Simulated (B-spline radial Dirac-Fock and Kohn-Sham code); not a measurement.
## Auger decay of the 4d3/2 hole in Cs²⁺

System: Cs²⁺, 1s2 2s2 2p6 3s2 3p6 3d10 4s2 4p6 4d10 5s2 5p5.

Input file task.json (cfg lists n, l and occupation; rrms is the nuclear radius in fm):

```json
{"items": [{
  "Z": 55,
  "q": 2,
  "cfg": [[1, 0, 2], [2, 0, 2], [2, 1, 6], [3, 0, 2], [3, 1, 6], [3, 2, 10], [4, 0, 2], [4, 1, 6], [4, 2, 10], [5, 0, 2], [5, 1, 5]],
  "A": 133,
  "rrms": 4.8041,
  "do": ["binding", "quiet", "decay"],
  "holes": ["K", "L1", "L2", "L3", "M1", "M2", "M3", "M4", "M5", "N1", "N2", "N3", "N4", "N5"]
}]}
```

Command: `python xray_run.py task.json out`

The computed values come from a radial finite-basis atomic code: a relativistic independent-particle model: LDA orbitals of the hole state, radiative multipoles to third order, Auger rates from the Coulomb interaction with a continuum orbital, Dirac-Fock energies. Kinetic energies are configuration averages from the vacuum level; the two-hole energies are estimated from single-hole states.

```csv
transition,kinetic energy (eV),width (meV),share (%)
N4-O1O2,7.29,5.94,12.1
N4-O1O3,9.29,7.69,15.7
N4-O2O2,22.27,8.05,16.4
N4-O2O3,24.26,20.6,42.0
N4-O3O3,26.25,6.74,13.8
```

Channels within a few eV of threshold rest on estimated energies and may be closed in reality. The listed channels hold 100 % of the non-radiative rate. Summed by principal shells, of 0.0490 eV in all: NOO 100.0 %.
